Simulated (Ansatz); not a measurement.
Start from `S[SiH2][GeH3]` and change one atom or group to get `[SiH3][GeH3]`.

Ansatz, PBE0-D4/def2-TZVP geometries, multiplicity 1. Each molecule was computed in one conformer, which needn't be the lowest.

Scalar relativity is left out up to krypton.

| property | `S[SiH2][GeH3]` |
| --- | --- |
| HOMO energy (PBE/def2-TZVPP) / eV | -6.16 |
| size of the dipole moment (PBE/def2-TZVPP) / D | 0.85 |
| zero-point energy (PBE0-D4/def2-TZVP) / kJ/mol | 130.9 |
| HOMO–LUMO gap (PBE/def2-TZVPP) / eV | 5.07 |
| LUMO energy (ωB97M-V/def2-TZVPP) / eV | 1.50 |
| size of the dipole moment (B3LYP/def2-TZVPP) / D | 0.88 |

**Question.** What does the change do to each property? (Best estimate.)

**Answer.** The calculation gave: 
| property | `[SiH3][GeH3]` | shift |
| --- | --- | --- |
| HOMO energy (PBE/def2-TZVPP) / eV | -7.20 | -1.04 |
| size of the dipole moment (PBE/def2-TZVPP) / D | 0.08 | -0.77 |
| zero-point energy (PBE0-D4/def2-TZVP) / kJ/mol | 124.6 | -6.3 |
| HOMO–LUMO gap (PBE/def2-TZVPP) / eV | 6.73 | 1.66 |
| LUMO energy (ωB97M-V/def2-TZVPP) / eV | 1.94 | 0.44 |
| size of the dipole moment (B3LYP/def2-TZVPP) / D | 0.13 | -0.75 |

With PBE0 the HOMO falls by 0.98 eV and the LUMO rises by 0.62 eV, so the gap widens by about 1.60 eV. PBE moves the HOMO by -1.04 eV and ωB97M-V by -0.93 eV. The zero-point energy changes by -6.3 kJ/mol with -3 modes. Dipoles are sizes alone; their direction can turn.

B3LYP here is the variant with VWN-RPA as its local correlation; programs differ in this.
